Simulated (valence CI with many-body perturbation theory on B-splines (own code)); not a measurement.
## Forbidden lines of I³¹⁺

Computed by configuration interaction combined with many-body perturbation theory (CI+MBPT): four valence electrons over a frozen Dirac-Fock core [Ar], radial functions for each j: 9 s, 9 p, 10 d, 8 f, 5 g, 3 h, 1 i, with the one-electron correlation potential Σ1 (screened to all orders), the two-electron term Σ2, the three-electron term Σ3, Breit, model QED; selected single and double excitations, second order for the rest (own B-spline code, finite nucleus).

No measured spectrum was set against this ion. As an estimate, large intervals hold to a few tenths of a per cent, small ones and those within an open d or f shell to about a per cent. Core correlation moves these levels by up to 8100 cm⁻¹, and in measured spectra 5 to 20 % of such shifts remained as error; rates that hang on mixing are uncertain with them. Only levels of the ground parity were solved; by the run's estimate the other parity begins above the list, which can be wrong where configurations are misplaced.

Lines 1 to 50 of 120 in falling wavelength, among levels below 94.402 eV, chosen from the decays that carry over 1 % of a level's rate. Wavelengths and rates use the calculated energies. Electric multipoles are in the length gauge, E1 and E2 with the static RPA response of the core. S is in atomic units (e²a₀⁴ for E2 and M2, e²a₀⁶ for E3), for M1 in squared Bohr magnetons. Weak lines are less certain than strong ones. Lines between different terms over intervals too small for the method are left out, as are lines whose strength nearly cancels.

Levels are named by their leading jj configuration (3d3/2^4 stands for four electrons in 3d with j = 3/2), which in mixed levels can hold well under half, so a name can repeat and another be missing. Letters in brackets count levels of one name in rising energy.

```csv
λ vac (Å),Upper,Lower,Type,A (s⁻¹),S (a.u.)
6722,(3d3/2^2 3d5/2^2) J=6,(3d3/2^2 3d5/2^2) J=5,M1,3.27e+01,4.79e+00
4940,(3d3/2^3 3d5/2) J=4,(3d3/2^3 3d5/2) J=2,E2,3.07e-05,7.25e-04
4313,(3d3/2^3 3d5/2) J=3,(3d3/2^3 3d5/2) J=2,M1,3.97e+02,8.26e+00
2879,(3d3/2^2 3d5/2^2) J=2 [b],(3d3/2^2 3d5/2^2) J=1,M1,4.33e+02,1.91e+00
2794,(3d3/2^2 3d5/2^2) J=4 [b],(3d3/2^2 3d5/2^2) J=5,M1,8.23e+01,5.99e-01
2677,(3d3/2^2 3d5/2^2) J=5,(3d3/2^2 3d5/2^2) J=4 [a],M1,6.26e+02,4.90e+00
2313,(3d3/2^3 3d5/2) J=2,(3d3/2^3 3d5/2) J=1,M1,3.10e+03,7.12e+00
1885,(3d3/2^2 3d5/2^2) J=4 [b],(3d3/2^2 3d5/2^2) J=3 [a],M1,1.72e+03,3.84e+00
1779,(3d3/2^2 3d5/2^2) J=1,(3d3/2^2 3d5/2^2) J=0 [a],M1,2.81e+03,1.76e+00
1694,(3d3/2^2 3d5/2^2) J=2 [b],(3d3/2^2 3d5/2^2) J=2 [a],M1,1.22e+03,1.10e+00
1570,(3d3/2^2 3d5/2^2) J=3 [b],(3d3/2^2 3d5/2^2) J=3 [a],M1,2.60e+02,2.61e-01
1564,(3d3/2 3d5/2^3) J=3 [c],(3d3/2^2 3d5/2^2) J=2 [e],M1,2.45e+03,2.43e+00
1536,(3d3/2 3d5/2^3) J=3 [a],(3d3/2^2 3d5/2^2) J=4 [b],M1,1.24e+03,1.17e+00
1462,(3d3/2^2 3d5/2^2) J=4 [a],(3d3/2^3 3d5/2) J=3,M1,2.24e+03,2.34e+00
1457,(3d3/2 3d5/2^3) J=1 [b],(3d3/2^2 3d5/2^2) J=2 [e],M1,2.04e+03,7.01e-01
1414,(3d3/2^3 3d5/2) J=1,(3d3/2^4) J=0,M1,1.14e+04,3.58e+00
1404,(3d3/2^2 3d5/2^2) J=4 [c],(3d3/2 3d5/2^3) J=4 [a],M1,1.28e+03,1.18e+00
1402,(3d3/2^2 3d5/2^2) J=4 [a],(3d3/2^3 3d5/2) J=4,M1,1.14e+04,1.04e+01
1367,(3d3/2^2 3d5/2^2) J=4 [b],(3d3/2^2 3d5/2^2) J=4 [a],M1,6.64e+02,5.66e-01
1327,(3d3/2 3d5/2^3) J=4 [a],(3d3/2^2 3d5/2^2) J=5,M1,2.04e+03,1.59e+00
1236,(3d3/2 3d5/2^3) J=3 [b],(3d3/2 3d5/2^3) J=3 [a],M1,2.33e+03,1.14e+00
1193,(3d3/2^2 3d5/2^2) J=3 [b],(3d3/2^2 3d5/2^2) J=4 [a],M1,2.25e+02,9.91e-02
1183,(3d3/2 3d5/2^3) J=1 [a],(3d3/2^2 3d5/2^2) J=2 [b],M1,4.50e+03,8.29e-01
1165,(3d3/2 3d5/2^3) J=3 [b],(3d3/2^2 3d5/2^2) J=2 [c],M1,7.26e+02,2.98e-01
1163,(3d3/2 3d5/2^3) J=5,(3d3/2^2 3d5/2^2) J=4 [b],M1,8.43e+03,5.41e+00
1144,(3d3/2 3d5/2^3) J=3 [c],(3d3/2^2 3d5/2^2) J=2 [d],M1,5.95e+02,2.31e-01
1136,(3d3/2^2 3d5/2^2) J=2 [c],(3d3/2^2 3d5/2^2) J=1,M1,1.37e+03,3.71e-01
1130,(3d3/2^2 3d5/2^2) J=3 [a],(3d3/2^3 3d5/2) J=3,M1,1.12e+04,4.18e+00
1122,(3d3/2^2 3d5/2^2) J=2 [e],(3d3/2^2 3d5/2^2) J=2 [c],M1,7.53e+03,1.97e+00
1097,(3d3/2 3d5/2^3) J=1 [b],(3d3/2 3d5/2^3) J=0,M1,1.81e+03,2.66e-01
1094,(3d3/2^2 3d5/2^2) J=3 [a],(3d3/2^3 3d5/2) J=4,M1,4.48e+02,1.52e-01
1085,(3d3/2 3d5/2^3) J=1 [b],(3d3/2^2 3d5/2^2) J=2 [d],M1,9.13e+03,1.30e+00
1080,(3d3/2 3d5/2^3) J=4 [a],(3d3/2^2 3d5/2^2) J=3 [a],M1,3.26e+03,1.37e+00
999.3,(3d3/2^2 3d5/2^2) J=4 [c],(3d3/2^2 3d5/2^2) J=3 [b],M1,1.85e+03,6.15e-01
975.4,(3d3/2 3d5/2^3) J=3 [c],(3d3/2^2 3d5/2^2) J=4 [c],M1,1.00e+04,2.41e+00
935.6,(3d3/2 3d5/2^3) J=5,(3d3/2^2 3d5/2^2) J=6,M1,5.68e+03,1.90e+00
920.1,(3d3/2^2 3d5/2^2) J=5,(3d3/2^3 3d5/2) J=4,M1,8.19e+03,2.60e+00
903.0,(3d3/2^2 3d5/2^2) J=4 [c],(3d3/2^2 3d5/2^2) J=4 [b],M1,3.84e+02,9.43e-02
895.5,(3d3/2^2 3d5/2^2) J=3 [a],(3d3/2^3 3d5/2) J=2,M1,8.66e+03,1.61e+00
889.9,(3d3/2^2 3d5/2^2) J=2 [c],(3d3/2^2 3d5/2^2) J=2 [a],M1,4.54e+03,5.93e-01
888.5,(3d3/2^2 3d5/2^2) J=2 [a],(3d3/2^3 3d5/2) J=2,M1,1.02e+04,1.32e+00
887.3,(3d3/2 3d5/2^3) J=4 [a],(3d3/2^2 3d5/2^2) J=4 [a],M1,3.17e+04,7.39e+00
868.5,(3d3/2^2 3d5/2^2) J=2 [d],(3d3/2^2 3d5/2^2) J=3 [b],M1,9.62e+03,1.17e+00
862.7,(3d3/2 3d5/2^3) J=6,(3d3/2^2 3d5/2^2) J=6,M1,1.16e+04,3.59e+00
852.7,(3d3/2 3d5/2^3) J=3 [a],(3d3/2^2 3d5/2^2) J=2 [a],M1,2.40e+04,3.86e+00
846.4,(3d3/2 3d5/2^3) J=3 [a],(3d3/2^2 3d5/2^2) J=3 [a],M1,2.13e+04,3.34e+00
840.7,(3d3/2^2 3d5/2^2) J=2 [d],(3d3/2^2 3d5/2^2) J=2 [b],M1,8.49e+03,9.35e-01
838.6,(3d3/2 3d5/2^3) J=1 [a],(3d3/2^2 3d5/2^2) J=1,M1,1.50e+04,9.82e-01
821.3,(3d3/2 3d5/2^3) J=5,(3d3/2^2 3d5/2^2) J=5,M1,8.25e+03,1.86e+00
807.3,(3d3/2^2 3d5/2^2) J=0 [a],(3d3/2^3 3d5/2) J=1,M1,6.95e+04,1.35e+00
```
